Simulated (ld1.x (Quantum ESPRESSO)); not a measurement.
# Transferability test, TM potential for Ta

tantalum, norm-conserving Troullier–Martins (Kleinman–Bylander form), made with ld1.x (Quantum ESPRESSO) 7.5 (LDA (PZ), scalar-relativistic). Core [Kr] 4d10 4f14, reference 5s2 5p6 5d3 6s2 6p0. Waves: 5s (bound): rc 1.75 bohr; 5p (bound): rc 1.15 bohr; 5d (bound): rc 2.10 bohr. Local part: all-electron potential smoothed inside 1.75 bohr (lloc = -1). Core correction: none.

Occupied shells without a wave of their own: 6s. They enter only through the test configuration that unscreens the potential.

Energies are relative to the spin-unpolarised reference configuration 5s2 5p6 5d3 6s2 6p0; without spin polarisation the order of configurations can differ from experiment. Spin-polarised rows fill each open shell by Hund’s rule, majority spin first.

```tsv
valence configuration	charge	ΔE all-electron (eV)	error AE − PS (meV)
5s2 5p6 5d3 6s1 6p0	+1	8.702	+34
5s2 5p6 5d3 6s0 6p0	+2	24.010	+79
5s2 5p6 5d2 6s0 6p0	+3	47.938	+84
5s2 5p6 5d2 6s2 6p1	0	3.090	-36
5s2 5p5 5d3 6s2 6p0	+1	45.190	-96
5s2 5p6 5d2 6s2 6p0	+1	7.911	+1.8
5s2 5p6 5d3 6s2 6p0 (spin-polarised)	0	-1.047	+85
```

**Question.** What are ΔE and the potential's error for 5s2 5p6 5d3 6s1 6p0 (spin-polarised)?

**Answer.** ΔE = 6.726 eV all-electron; the error (AE − PS) is +150 meV.

**Question.** What are ΔE and the potential's error for 5s2 5p6 5d3 6s1 6p1?

**Answer.** ΔE = 4.259 eV all-electron; the error (AE − PS) is +1.0 meV.
